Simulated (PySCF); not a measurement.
A calculated (UHF, PySCF 2.14, pcseg-2, no relativity, point nucleus) atom or ion has these occupied shells.

```json
{"shell": "1s α", "electrons": "1", "orbital energy (eV)": "-4992.9", "rms radius, mean of both spins (bohr)": "0.0813"}
{"shell": "1s β", "electrons": "1", "orbital energy (eV)": "-4992.8", "rms radius, mean of both spins (bohr)": "0.0813"}
{"shell": "2s α", "electrons": "1", "orbital energy (eV)": "-589.68", "rms radius, mean of both spins (bohr)": "0.354"}
{"shell": "2s β", "electrons": "1", "orbital energy (eV)": "-588.57", "rms radius, mean of both spins (bohr)": "0.354"}
{"shell": "2p α", "electrons": "3", "orbital energy (eV)": "-490.95", "rms radius, mean of both spins (bohr)": "0.322"}
{"shell": "2p β", "electrons": "3", "orbital energy (eV)": "-489.92", "rms radius, mean of both spins (bohr)": "0.322"}
{"shell": "3s α", "electrons": "1", "orbital energy (eV)": "-86.961", "rms radius, mean of both spins (bohr)": "1.09"}
{"shell": "3s β", "electrons": "1", "orbital energy (eV)": "-83.137", "rms radius, mean of both spins (bohr)": "1.09"}
{"shell": "3p α", "electrons": "3", "orbital energy (eV)": "-58.062", "rms radius, mean of both spins (bohr)": "1.19"}
{"shell": "3p β", "electrons": "3", "orbital energy (eV)": "-53.613", "rms radius, mean of both spins (bohr)": "1.19"}
{"shell": "3d α", "electrons": "2", "orbital energy (eV)": "-19.344", "rms radius, mean of both spins (bohr)": "1.62"}
{"shell": "4s α", "electrons": "1", "orbital energy (eV)": "-12.953", "rms radius, mean of both spins (bohr)": "3.52"}
```

**Question.** Name the element and its charge.

**Answer.** Ti+ (titanium, charge +1), in [Ar] 3d2 4s1, high-spin 4F determinant.
